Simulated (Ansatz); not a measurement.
Abridged output of a molecular run in Ansatz:

```
Functional definition: HF
1411 factors; integrals over basis functions are off by at most 9.1e-4 eV
mean field evaluation 1: about -19750.8003 eV, gradient 4.3e1 eV
mean field evaluation 2: about -19751.0436 eV, gradient 4.3e1 eV
mean field evaluation 4: about -19754.9704 eV, gradient 3.6e0 eV
mean field evaluation 8: about -19755.0347 eV, gradient 4.1e-1 eV
mean field evaluation 16: about -19755.0356 eV, gradient 1.4e-6 eV
mean field -19755.03564722 eV, -725.9841695911 hartree, gradient 1.4e-6 eV, S^2 0.000000; 0 other end points of the search recorded, 0 dependent functions left out
11 core orbitals not correlated: weight in the atoms' cores, before any rotation towards them, 1.000 or more for the frozen orbitals, at most 0.000 for the correlated occupied ones
reference -19755.03564722 eV, -725.9841695911 hartree; 17, 17 occupied and 182, 182 virtual orbitals, 1411 factors
second order -24.89580165 eV of doubles, -0.00000000 eV of singles
cycle   1  -24.58413810 eV  change    3.1e-1 eV  update   1.2e-1
cycle   2  -25.22480847 eV  change   -6.4e-1 eV  update   3.8e-2
cycle   3  -25.37221576 eV  change   -1.5e-1 eV  update   2.1e-2
cycle   4  -25.35977341 eV  change    1.2e-2 eV  update   5.7e-3
cycle   5  -25.35507024 eV  change    4.7e-3 eV  update   2.6e-3
cycle   6  -25.35624880 eV  change   -1.2e-3 eV  update   9.5e-4
cycle   7  -25.35598847 eV  change    2.6e-4 eV  update   3.4e-4
cycle   8  -25.35585421 eV  change    1.3e-4 eV  update   1.3e-4
cycle   9  -25.35590695 eV  change   -5.3e-5 eV  update   4.8e-5
cycle  10  -25.35591187 eV  change   -4.9e-6 eV  update   2.1e-5
perturbative correction -1.06006724 eV, -0.0389567526 hartree
Total energy: -19781.45162633 eV, -726.9549389181 hartree
```

Its atoms:

Cartesian coordinates in Å:
```
O -1.592 0.200 1.539
Sn -0.811 -0.271 -0.192
C 1.278 -0.205 -0.426
S 0.599 1.379 -1.146
H -1.107 0.912 1.965
H -1.993 -1.105 -1.051
H 1.877 -0.059 0.468
H 1.750 -0.853 -1.157
```

Q: Which basis set was used?
A. def2-SVP
B. cc-pV(Q+d)Z
C. def2-QZVPP
D. def2-TZVPP

A: D. It gives 210 functions.

Q: Write the keys of the input that set method, charge and spin (a neutral closed shell needs none for the last two).

A: 
```yaml
correlation: {method: ccsd_t}
```
